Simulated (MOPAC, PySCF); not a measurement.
C$_{7}$H$_{13}$BS, SMILES `B[C@@]12CC[C@@H](C1)[C@@H](S)C2`, neutral singlet in the gas phase. 

Cartesian coordinates (Å):
SMILES: B[C@@]12CC[C@@H](C1)[C@@H](S)C2
```xyz
22

B     -1.2616     2.1081     0.1145
C     -0.4514     0.7962    -0.0450
C     -1.5523    -0.3044    -0.2182
C     -0.7723    -1.4780    -0.8712
C      0.6621    -0.9488    -0.9739
C      0.4101     0.5282    -1.2914
C      1.2389    -0.8817     0.4527
S      3.0559    -0.7596     0.5298
C      0.4805     0.3163     1.0826
H     -1.6202     2.4916     1.2065
H     -1.6324     2.7147    -0.8666
H     -2.0029    -0.5712     0.7489
H     -2.3709     0.0341    -0.8749
H     -1.1693    -1.7066    -1.8717
H     -0.8350    -2.4024    -0.2768
H      1.3025    -1.5088    -1.6686
H      1.3277     1.1377    -1.3183
H     -0.1337     0.6840    -2.2359
H      1.0430    -1.8224     0.9904
H      3.1629     0.4302    -0.1009
H     -0.0717     0.0369     1.9925
H      1.1902     1.1060     1.3713
```
Charge 0, spin multiplicity 1.

All levels are single points at this geometry (PBE0-D3(BJ)/def2-SVP); Pople sets use spherical d functions. Orbital energies aren't observables, and empty levels follow the basis.

```csv
level,HOMO (eV),LUMO (eV),gap (eV),dipole (D),"vertical IE, Delta-SCF (eV)"
PBE-D3(BJ)/def2-TZVP in PySCF,-5.46,-2.36,3.10,1.56,8.45
PBE0-D3(BJ)/def2-TZVP in PySCF,-6.68,-1.35,5.33,1.59,8.71
ωB97X-D3(BJ)/def2-TZVP in PySCF,-9.12,0.78,9.90,1.58,8.96
BP86/6-31G* in PySCF,-5.39,-2.07,3.32,1.72,–
M06-2X/6-31G* in PySCF,-7.74,-0.04,7.71,1.73,–
PBE/6-31G* in PySCF,-5.29,-2.00,3.29,1.72,–
SVWN5/6-31G* in PySCF,-5.38,-2.30,3.08,1.76,8.49
HF/3-21G in PySCF,-9.55,2.75,12.31,2.09,–
HF/6-31G* in PySCF,-9.45,2.94,12.39,1.80,7.88
HF/STO-3G in PySCF,-6.88,6.91,13.79,0.92,–
AM1 in MOPAC,-8.94,0.91,9.86,1.97,–
PM6 in MOPAC,-8.94,-0.28,8.66,2.09,–
PM7 in MOPAC,-8.82,-0.54,8.27,2.34,–
```
